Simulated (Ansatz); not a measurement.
Born–Oppenheimer molecular dynamics of Ge2H6O2 (10 atoms, charge 0, multiplicity 1). It goes on from the last frame of an earlier run, with new velocities.

Theory: RKS PBE/def2-SVP (Ansatz).

```
ensemble                      : NVE (velocity Verlet)
time step                     : 1 fs
steps asked                   : 100
starting velocities drawn for : 500 K
seed                          : 102653
```

First frame:

```xyz
10
Properties=species:S:1:pos:R:3
Ge -0.121 -0.142 0.098
Ge 0.019 -0.007 2.635
H -1.375 -0.381 3.144
H 0.795 -1.405 2.467
H 0.753 0.849 3.663
O 1.683 0.013 -0.421
H 2.013 -0.845 -0.751
O -1.110 1.261 -0.689
H -1.767 0.952 -1.342
H -0.503 -1.640 -0.086
```

**Question.** How far do the bonds stretch over the last three quarters of this one trajectory? (Pairs bonded in most of those frames.)

**Answer.** 
```
   bond  mean (Å)  spread (Å)  shortest  longest
Ge1–Ge2     2.458       0.040      2.43     2.56
 Ge1–O6     1.811       0.059      1.72     1.90
 Ge1–O8     1.823       0.065      1.72     1.92
Ge1–H10     1.577       0.027      1.52     1.62
 Ge2–H3     1.555       0.027      1.51     1.60
 Ge2–H4     1.573       0.042      1.49     1.64
 Ge2–H5     1.562       0.064      1.47     1.67
  O6–H7     0.980       0.005      0.97     0.99
  O8–H9     0.977       0.006      0.97     0.99
```

Mean temperature of the second half: 652 K. The conserved energy stayed within 0.39 meV per atom of its start (net change 0.12 meV per atom), so the integration is sound. The kinetic energy rose, since the run started high on the potential surface and went downhill. A run of 0.1 ps of so small a system gives no equilibrium averages.

Run time: 4.2 min on 2 threads of Arm Neoverse V1 (shared host), peak memory 0.17 GiB.
